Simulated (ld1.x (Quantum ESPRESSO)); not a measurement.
chromium (Cr), TM: configuration errors across variants

ld1.x (Quantum ESPRESSO) 7.5 input, shortened:

```
&input
   title='Cr', zed=24., rel=1, dft='PZ', iswitch=3,
   config='[Ar] 3d4 4s2 4p0'
 /
 &inputp
   pseudotype=2, tm=.true., lloc=-1, rcloc=1.95,
   nlcc=.true., new_core_ps=.true., rcore=1.25
 /
3
4S  1  0   2.00   0.00  2.85  2.85  0.0
4P  2  1   0.00   0.00  2.30  2.30  0.0
3D  3  2   4.00   0.00  1.30  1.30  0.0
 &test
   configts(1)='3d4 4s2 4p0'
 /
```

All-electron excitation energies from the reference (eV): (1) 3d5 4s1 4p0 0.058; (2) 3d5 4s0 4p0 7.198; (3) 3d4 4s0 4p0 23.541; (4) 3d4 4s1 4p0 8.310; (5) 3d5 4s0.5 4p0 2.876; (6) 3d4 4s1 4p1 3.670; (7) 3d4 4s2 4p0 spin -3.076; (8) 3d5 4s1 4p0 spin -4.859.

Spin tests fill each open shell by Hund’s rule, majority spin first.

Tests that are not counted but printed errors over 1 eV. “base”: 3d5.5 4s0.5 4p0 (solver errors, printed error +1.0 eV). “core correction Bessel-smoothed model core inside 0.90 bohr”: 3d5.5 4s0.5 4p0 (solver errors, printed error +1.0 eV). “wave 4p (bound): rc 2.30 bohr becomes 4p (bound): rc 3.48 bohr”: 3d5.5 4s0.5 4p0 (solver errors, printed error +1.0 eV).

3 further variants failed, have other tests or another functional or relativity, and are left out.

A true bound ghost makes a file unfit for plane-wave use even where its test errors are small: the radial tests pick states by their node count and pass the ghost by.

Errors AE − PS in meV (a dash: test not solved or not reliable):

```tsv
change	(1)	(2)	(3)	(4)	(5)	(6)	(7)	(8)	bound ghosts
base	-117	-246	-49	-0.8	-174	-1.1	+91	-53	none
local potential all-electron potential smoothed inside 2.28 bohr (lloc = -1)	-141	-265	-49	-4.8	-196	-1.8	+85	-76	none
core correction Bessel-smoothed model core inside 0.90 bohr	-117	-246	-49	-0.8	-174	-1.1	+118	-22	none
wave 3d (bound): rc 1.30 bohr becomes 3d (bound): rc 1.16 bohr	-120	-253	-51	-1.1	-179	-1.2	+74	-78	none
local potential the d channel	-117	-228	-49	-5.4	-165	-2.1	+84	-52	s, p
wave 4s (bound): rc 2.85 bohr becomes 4s (bound): rc 1.96 bohr	-111	-237	-37	+1.2	-168	+0.3	+92	-47	none
wave 4p (bound): rc 2.30 bohr becomes 4p (bound): rc 3.48 bohr	-117	-246	-49	-0.8	-174	-0.7	+90	-53	none
```

Give the same row for: all radii but the core radius scaled by about 0.83 (s 2.38, p 1.92, d 1.08 bohr); local potential all-electron potential smoothed inside 1.64 bohr (lloc = -1).

-152, -270, -48, -9.1, -201, -3.7, +51, -124; bound ghosts: s.
